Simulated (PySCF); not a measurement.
**Dipole moment and polarisability of `CN(CC1CC1)[SiH2]N[SiH3]`**

C5H16N2Si2.
Structure used (PBE0-D3(BJ)/def2-SVP), in Å, numbered top down from 1:
```xyz
25
C5H16N2Si2 angstrom
C     -0.0713   -1.1121   -1.9775
N      0.3141    0.1652   -1.4280
C      1.7098    0.2889   -1.0683
C      2.0987   -0.3900    0.2273
C      1.9214    0.3380    1.5274
C      3.2992    0.0836    0.9860
Si    -0.8928    1.1787   -0.6998
N     -1.5903    0.6379    0.8064
Si    -3.1040   -0.1662    1.0888
H      0.5656   -1.3741   -2.8419
H     -1.1117   -1.0737   -2.3380
H     -0.0087   -1.9498   -1.2545
H      1.9671    1.3601   -0.9919
H      2.3263   -0.1159   -1.8932
H      1.9067   -1.4683    0.2539
H      1.5491    1.3678    1.4905
H      1.5950   -0.2276    2.4044
H      3.9301   -0.6541    1.4882
H      3.8501    0.9378    0.5805
H     -2.0432    1.2687   -1.6448
H     -0.2127    2.4890   -0.4766
H     -0.9721    0.7114    1.6116
H     -2.9114   -1.5114    1.7205
H     -3.7741   -0.3405   -0.2340
H     -4.0155    0.6078    1.9910
```

Level: PBE0/def2-SVPD (PySCF), static field, nuclei fixed, core orbitals frozen in the response. The polarisability tensor in these axes (au):

```
x   143.52   0.83  -2.96
y     0.83 114.32   2.12
z    -2.96   2.12 123.25
```

Question: What are the eigenvalues, a third of the trace, and Δα (Δα² = ½Σ(αi − αj)² over the three pairs)?

Answer: Principal values 113.77, 123.37 and 143.95 au; mean 127.03 au = 18.82 Å³ = 20.94 × 10⁻⁴⁰ C²·m²/J; Δα = 26.71 au (21 % of the mean).

Question: What is the dipole moment, and where does it point?

Answer: (1.49, -0.72, 0.45) D, 1.71 D in size, pointing from the negative to the positive side. Measured along this direction, the outermost atoms are H25 and H24 at the negative end and H18 at the positive end.

Question: Along which axes do the principal values lie, and how far do the nuclei extend along each?

Answer: Largest value along (0.99, 0.02, -0.14), where the nuclei span 7.99 Å; middle along (0.13, 0.24, 0.96), 5.46 Å; least along (-0.05, 0.97, -0.23), 4.26 Å. The response follows the extents in order.

Question: Rayleigh depolarisation ratio (linearly polarised light, static tensor)?

Answer: ρ = 3Δα²/(45ᾱ² + 4Δα²) = 2140.5/(726144 + 2854.0) = 0.00294.

Question: Sum over states: ᾱ = Σ f/ω², ω in Eh. What share falls to these 10 lowest TDDFT singlets (eV, f)? 5.61, 0.0304; 6.04, 0.0290; 6.33, 0.0111; 6.39, 0.0104; 6.46, 0.0018; 6.60, 0.0047; 6.69, 0.0055; 6.90, 0.0119; 6.98, 0.0052; 7.05, 0.0069.

Answer: They add up to 2.27 au, 1.8 % of the 127.03 au; the largest single term is 0.72 au, from the state at 5.61 eV. Terms in order: 0.72, 0.59, 0.21, 0.19, 0.03, 0.08, 0.09, 0.18, 0.08, 0.10 au. Higher excitations give the rest. The strengths listed sum to 0.117.

Question: Refractivity n − 1 of an ideal gas of it at 350 K and 1 atm, from the electronic α?

Answer: N = p/kT = 2.0968 × 10¹⁹ cm⁻³, so n − 1 = 2π × N × 18.82 × 10⁻²⁴ cm³ = 2480 × 10⁻⁶ at long wavelengths.

One conformer (not necessarily the lowest) at the PBE0-D3(BJ)/def2-SVP geometry, without solvent, vibrations or thermal averaging.
